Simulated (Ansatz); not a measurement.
Zn4Br8, relaxed as a singlet with RKS PBE-D4/def2-SVP in Ansatz, starting from the GFN1-xTB geometry. Force threshold 0.03 eV/Å.

The structure comes from a short search, and lower isomers may exist.

Start:

Cartesian coordinates in Å:
```
Zn -3.345 0.631 -0.691
Zn 0.431 -1.125 2.069
Zn 3.088 -0.643 -1.361
Zn -0.126 1.585 -0.112
Br 2.326 -1.821 0.607
Br -1.465 -0.804 -0.070
Br -2.127 2.805 -0.755
Br 1.653 1.352 -1.725
Br -5.513 0.193 -1.167
Br 4.809 -1.196 -2.732
Br -0.329 -2.414 3.775
Br 0.601 1.436 2.162
```

```
         step   energy (eV)  largest force component (eV/Å)  SCF passes
            1  -753856.1183                           0.395          19
            2  -753856.2717                           0.158          19
            3  -753856.2942                           0.102          18
            4  -753856.3145                           0.066          19
            5  -753856.3221                           0.053          18
            6  -753856.3280                           0.066          18
            7  -753856.3320                           0.117          18
            8  -753856.3370                           0.097          19
            9  -753856.3423                           0.080          17
           10  -753856.3452                           0.128          18
           11  -753856.3475                           0.207          18
           13  -753856.3532                           0.042          18
           15  -753856.3574                           0.125          17
           17  -753856.3656                           0.051          18
           19  -753856.3769                           0.181          18
           21  -753856.3987                           0.272          18
           23  -753856.4535                           0.098          19
           25  -753856.5295                           0.112          19
           27  -753856.5598                           0.045          19
           29  -753856.6016                           0.148          19
           31  -753856.7625                           0.197          19
           33  -753856.8673                           0.176          19
           35  -753856.9078                           0.015          18
37 (rejected)  -753856.9097                           0.039          20
           38  -753856.9109                           0.010          20
```

Force components are those of the run's own axes.

End:

```xyz
12

Zn   -2.9218    0.2836    0.7296
Zn    0.1281   -1.1671    0.9684
Zn    2.9182   -0.2818   -0.7249
Zn   -0.1261    1.1638   -0.9699
Br    1.9301   -2.4803    0.1119
Br   -1.4409   -1.0399   -1.0581
Br   -1.9251    2.4769   -0.1062
Br    1.5692    0.7862   -2.6094
Br   -5.1864    0.0783    0.7693
Br    5.1820   -0.0719   -0.7803
Br   -1.5685   -0.7868    2.6073
Br    1.4412    1.0387    1.0622
```

Bonds formed: Zn1–Br11, Zn3–Br12 (atoms count from 1). The end is the same structure that another start reached, the lowest one found.

The force fell under the threshold at step 35, but the optimiser went on and released 0.003 eV more. No frequencies were taken in this run, so the end may be a saddle point.

Hardware: 2 threads of AMD EPYC 7R13 on a shared host and a share (18 GiB) of an NVIDIA H100 80GB HBM3. Wall time 97 s, peak host memory 1.1 GiB.
